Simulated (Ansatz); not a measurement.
One change: `C[O][Ga]([NH2])[OH]` becomes `C[O][Ga]([OH])[Cl]`.

Ansatz, PBE0-D4/def2-TZVP geometries, multiplicity 1. Each molecule was computed in one conformer, which needn't be the lowest.

Scalar relativity is left out up to krypton.

```tsv
property	`C[O][Ga]([NH2])[OH]`
HOMO energy (ωB97M-V/def2-TZVPP) / eV	-9.81
HOMO energy (B3LYP/def2-TZVPP) / eV	-7.17
LUMO energy (B3LYP/def2-TZVPP) / eV	-0.79
LUMO energy (PBE/def2-TZVPP) / eV	-1.35
HOMO–LUMO gap (B3LYP/def2-TZVPP) / eV	6.37
HOMO–LUMO gap (ωB97M-V/def2-TZVPP) / eV	11.04
```

(1) What does the change do to each property? (Best estimate.)

Answers

(1) Ansatz gave: 
```json
{"property": "HOMO energy (ωB97M-V/def2-TZVPP) / eV", "`C[O][Ga]([OH])[Cl]`": "-10.69", "shift": "-0.88"}
{"property": "HOMO energy (B3LYP/def2-TZVPP) / eV", "`C[O][Ga]([OH])[Cl]`": "-8.05", "shift": "-0.88"}
{"property": "LUMO energy (B3LYP/def2-TZVPP) / eV", "`C[O][Ga]([OH])[Cl]`": "-1.47", "shift": "-0.68"}
{"property": "LUMO energy (PBE/def2-TZVPP) / eV", "`C[O][Ga]([OH])[Cl]`": "-2.09", "shift": "-0.74"}
{"property": "HOMO–LUMO gap (B3LYP/def2-TZVPP) / eV", "`C[O][Ga]([OH])[Cl]`": "6.57", "shift": "0.20"}
{"property": "HOMO–LUMO gap (ωB97M-V/def2-TZVPP) / eV", "`C[O][Ga]([OH])[Cl]`": "11.44", "shift": "0.40"}
```

With PBE0 the HOMO falls by 0.88 eV and the LUMO falls by 0.69 eV, so the gap widens by about 0.19 eV. PBE moves the HOMO by -0.81 eV and ωB97M-V by -0.88 eV.

Positive LUMOs are unbound, so they and the gaps depend on the basis.

B3LYP here is the variant with VWN-RPA as its local correlation; programs differ in this.
